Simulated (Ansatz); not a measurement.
**Match the barriers**

Saddle point of SiH2OF2, closed shell (SiH₂OF₂ ([OH][SiH]([F])[F]) → SiF₂ + H₂O; bonds formed: O2–H3; bonds broken: Si1–O2, Si1–H3), PBE0-D4/def2-TZVP structure:

```csv
atom,x (Å),y (Å),z (Å)
Si1,-0.4113,0.4162,-0.5458
O2,0.9340,-0.4045,0.3559
H3,0.8064,-0.6160,-0.8942
F4,-1.6923,-0.1707,0.2156
F5,-0.3299,1.9289,-0.0554
H6,0.6931,-1.1538,0.9238
```

Computed with Ansatz 0.2.0 (basis: def2-TZVPP, with def2-QZVPP for the basis limit); correlated methods freeze the cores. Extrapolation: Hartree–Fock as exp(−7.88 √X), correlation as X^−2.97. Four methods, as single points on the PBE0-D4 structures, gave these electronic barriers from the start structure: 3.218, 3.482, 3.941, 4.559 eV.

Task: The methods were, in alphabetical order, BHLYP-D4, BLYP-D4, HF, PBE0-D4. Which gave which? (Judge from chemistry; the calculation decides.)

Result: The calculation gives: BLYP-D4 3.218; PBE0-D4 3.482; BHLYP-D4 3.941; HF 4.559 eV. For comparison, CCSD(T) at an estimated basis limit (MP2 extrapolated from triple and quadruple zeta, plus CCSD(T) − MP2 in triple zeta) gives 3.685 eV.

No T1 diagnostic of these runs exceeds 0.015. The restricted Hartree–Fock reference is unstable towards an unrestricted one at one or more of these structures.

Losses and insertions of silylenes and their heavier kin drive the gas-phase chemistry of silicon and germanium vapour deposition.

Labels in which every atom is bracketed show which atoms are joined, not bond orders.

For scale, one of the runs: CCSD(T)/def2-TZVPP, 163 basis functions, launched by `ansatz run in.yaml --threads 2 --pin off --events-out ev --progress --plain --max-ram 4352MiB`. Time: 28 s of wall clock on 2 CPU threads of an Intel Xeon Platinum 8259CL; the host was shared. Peak host memory: 1.4 GiB.
